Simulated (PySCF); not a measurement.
# A ladder of Hamiltonians for Ce⁴⁰⁺ (cerium, charge +40)

Occupied: 1s1/2, 2s1/2, 2p1/2, 2p3/2, 3s1/2, 3p1/2, 3p3/2. Hartree-Fock calculated with PySCF 2.14 in an uncontracted even-tempered set (17 s from 3.7 bohr⁻², ratio 2.7; 14 p from 4.5 bohr⁻², ratio 2.7), Gaussian nucleus throughout. NR is non-relativistic, sf-X2C the spin-free one-electron X2C Hamiltonian, X2C adds the bare one-electron spin-orbit term, X2C-SNSO screens it by Boettger's factors, DC is four-component Dirac-Coulomb, and the Gaunt and Breit terms are added at first order (total energies over the DC spinors, levels after relaxing the spinors in that mean field). QED terms are absent. Levels marked empty are virtual spinors of this ion; the basis has s and p functions only, so 3d, which can lie below the n = 4 levels, is absent.

```csv
Hamiltonian,E (hartree),E − E(DC) (hartree),CPU seconds
NR,-7235.2390,289.2506,0.48
sf-X2C,-7518.2052,6.2843,0.35
X2C,-7522.3001,2.1894,0.35
X2C-SNSO,-7522.0105,2.4790,0.35
DC,-7524.4895,0.0000,17
DC+Gaunt,-7517.0329,7.4566,30
DC+Breit,-7517.7599,6.7296,84
```

```csv
level (eV),NR,sf-X2C,X2C,X2C-SNSO,DC,DC+Gaunt,DC+Breit
1s1/2,-41017.6,-42959.3,-42953.8,-42954.2,-42994.5,-42881.9,-42890.2
2s1/2,-8340.2,-8859.5,-8857.9,-8858.0,-8862.9,-8851.3,-8852.1
2p1/2,-8017.4,-8175.3,-8506.2,-8493.6,-8495.6,-8476.5,-8478.5
2p3/2,-8017.4,-8175.3,-8030.3,-8035.2,-8039.2,-8025.7,-8027.7
3s1/2,-3198.1,-3347.7,-3347.2,-3347.3,-3348.4,-3345.8,-3346.0
3p1/2,-3064.8,-3122.6,-3202.9,-3199.9,-3200.4,-3195.9,-3196.5
3p3/2,-3064.8,-3122.6,-3087.1,-3088.3,-3089.1,-3086.0,-3086.6
4s1/2 (empty),-1598.5,-1653.7,-1653.6,-1653.6,-1654.0,-1653.0,-1653.1
4p1/2 (empty),-1550.3,-1574.6,-1602.7,-1601.6,-1601.8,-1600.2,-1600.4
4p3/2 (empty),-1550.3,-1574.6,-1562.2,-1562.6,-1562.9,-1561.7,-1562.0
```

| interval (eV) | X2C | X2C-SNSO | DC | DC+Gaunt | DC+Breit |
| --- | --- | --- | --- | --- | --- |
| 2p3/2 − 2p1/2 | 475.9 | 458.4 | 456.4 | 450.8 | 450.8 |
| 3p3/2 − 3p1/2 | 115.8 | 111.6 | 111.2 | 109.9 | 109.9 |
| 4p3/2 − 4p1/2 | 40.50 | 39.02 | 38.93 | 38.44 | 38.44 |

Weight of the small component: 1s1/2 0.0461, 2s1/2 0.0103, 2p1/2 0.0102, 2p3/2 0.00963, 3s1/2 0.00373, 3p1/2 0.00365, 3p3/2 0.00350, 4s1/2 0.00167, 4p1/2 0.00167, 4p3/2 0.00161.

Koopmans' value for the highest occupied level at DC+Breit: 3086.6 eV, against an ionisation energy of 3087 ± 4 eV (theoretical estimate listed by NIST; NIST Atomic Spectra Database, ionization energies); the former lacks relaxation, correlation, QED and recoil.

The whole ladder took 140 s of wall time on 1 thread of Neoverse-N1 (shared host), launched as `OMP_NUM_THREADS=1 python relrun2.py TASK.json OUT` (a driver that calls PySCF for each Hamiltonian).
